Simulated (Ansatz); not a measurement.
Harmonic frequencies (cm⁻¹) at PBE0-D4/def2-TZVP from Ansatz: 110, 168, 214, 219, 300, 402, 409, 414, 634, 636, 709, 1000, 1047, 3647, 3650.

Each molecule was computed in one conformer, which needn't be the lowest.

**Question.** Which molecule is it?
A. `[NH]=[W](=[NH])([Cl])[Cl]`
B. `[O]=[W]([F])([F])([F])[Cl]`
C. `[NH]=[W](=[NH])([F])[Cl]`
D. `[NH]=[W](=[NH])([F])[F]`

**Answer.** A.
